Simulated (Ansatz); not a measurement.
Reaction (ligand exchange at the In–C bond): `C=[CH][InH2]` + CH₃NH₂ → `C[NH][InH2]` + `C=C`

Program: Ansatz. Geometries: PBE0-D4/def2-TZVP. ΔE: electronic, gas phase. CCSD(T)/CBS adds triple-zeta CCSD(T) − MP2 to the extrapolated MP2 energy (def2 sets, frozen cores). This one scheme is used for every species. Functionals use def2-TZVPP. B3LYP here is the variant with VWN-RPA as its local correlation; programs differ in this. Elements past krypton have def2 core potentials. For In outer-core shells are correlated without core-valence functions, which leaves a few kJ/mol of doubt a bond.

```csv
level,ΔE (eV)
B3LYP,-0.39
MP2/def2-QZVPP,-0.39
```

Question: What does CCSD(T)/CBS give? (Best estimate.)

Answer: The calculation gave: -0.41 eV. The listed levels differ from it by 0.02, 0.02 eV.

Largest T1 diagnostic among the species: 0.016.

From r2SCAN to r2SCAN0 (25 % exact exchange), in def2-TZVPP and without D4, ΔE moves by +0.05 eV. In def2-TZVPP, CCSD(T) changes the Hartree–Fock value by −0.06 eV (the triples alone add −0.01 eV) and MP2 by −0.06 eV.
